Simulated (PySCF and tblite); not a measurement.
C5H7NS2, numbered as in [N:1]#[C:2][CH:3]1[S:4][CH2:5][CH2:6][CH2:7][S:8]1.

Free energies: PBE0-D3(BJ)/pcSseg-1 on GFN2-xTB structures plus GFN2-xTB thermal terms, symmetry and mirror images included. Conformers within 2.5 kcal/mol (GFN2-xTB free energy) were kept, 6 at most. GIAO shieldings: PBE0/pcSseg-1. Shifts are against TMS (¹H), TMS (¹³C), NH3 (¹⁵N) at the same level; of two unlike H on one atom, a is the less shielded. (PySCF 2.14, tblite 0.8.)

What shifts does this protocol give at 298.15 K under fast conformational exchange?

¹H: 3.91 (H3, 1H), 3.57 (H5a/H7a, 2H), 2.65 (H5b/H7b, 2H), 2.16 (H6a, 1H), 1.97 (H6b, 1H) ppm. ¹³C: 119.1 (C2), 38.3 (C3), 34.4 (C5/C7), 30.6 (C6) ppm. ¹⁵N: 310.6 (N1) ppm.

Unscaled ¹⁵N shifts at such levels can be off by tens of ppm; differences between conformers or isomers are more reliable. Shifts are unscaled: against experiment ¹³C can be off by 15 ppm or more and ¹H by 0.8 ppm.


¹⁵N shifts are against a computed isolated NH3 molecule, about 20 ppm from the liquid.